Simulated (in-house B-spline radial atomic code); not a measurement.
## OLYP excitations of the selenium ion Se⁶⁺

Method: OLYP. Computed with a B-spline radial code for spherical atoms: linear response of the closed shell [Ar] 3d10 with the functional's adiabatic kernel; non-relativistic, point nucleus, no spin-orbit coupling, no double excitations, S, P, D and F terms only. Only terms of natural parity with L up to 3 were computed.

Without relativity these are model numbers for so heavy an element.

Command:
```bash
python run_td.py task.json out
```
Settings (radii: box in bohr, nucleus in fm):
```
Z                        34
electrons                28
configuration            [Ar] 3d10
hamiltonian              nr
method                   optx,lyp
box_radius               14.35
intervals                53
```

Run time, properties included: 1.1 s on 1 thread of Arm Neoverse N1, on a shared host.

The lowest states, in the order of their Tamm-Dancoff energies; the method's threshold (minus the highest occupied level) is 141.43 eV. Labels give the largest channel, * marks a mixed state, and oscillator strengths are full-response dipole values. Semilocal kernels can invert the small singlet-triplet splittings of Rydberg terms. Energies in eV:

| state | full response | Tamm-Dancoff | oscillator strength |
| --- | --- | --- | --- |
| 3d → 4s 3D | 51.59 | 51.61 | - |
| 3d → 4s 1D | 52.44 | 52.45 | - |
| 3d → 4p 3P | 65.37 | 65.40 | - |
| 3d → 4p 3F | 65.48 | 65.50 | - |
| 3d → 4p 1F | 66.22 | 66.23 | - |
| 3d → 4p 1P | 67.45 | 67.53 | 0.492 |
| 3d → 4d 3S | 86.88 | 86.93 | - |
| 3d → 4d 3D | ? | ? | - |
| 3d → 4d 1D | 88.33 | 88.35 | - |
| 3d → 4d 1S | 94.09 | 94.88 | - |
| 3d → 5s 3D | 98.28 | 98.29 | - |
| 3d → 5s 1D | 98.54 | 98.54 | - |
| 3d → 5p 3P | 103.85 | 103.86 | - |
| 3d → 5p 3F | 103.94 | 103.95 | - |
| 3d → 5p 1F | ? | ? | - |
| 3d → 5p 1P | 104.47 | 104.50 | 0.0293 |

Q: Where does 3d → 5p 1F lie?

A: At 104.16 eV in full response, 104.16 eV in Tamm-Dancoff.

Q: Where does 3d → 4d 3D lie?

A: At 87.42 eV in full response, 87.43 eV in Tamm-Dancoff.

Q: How large is the singlet-triplet splitting of 3d → 4s (D terms) in Tamm-Dancoff?

A: 0.841 eV, from the unrounded values.

Q: What polarisabilities and dispersion coefficient does the method give?

A: Dipole 0.3754 bohr³, quadrupole 0.354 bohr⁵, C6 0.5467 hartree·bohr⁶ for two such species.
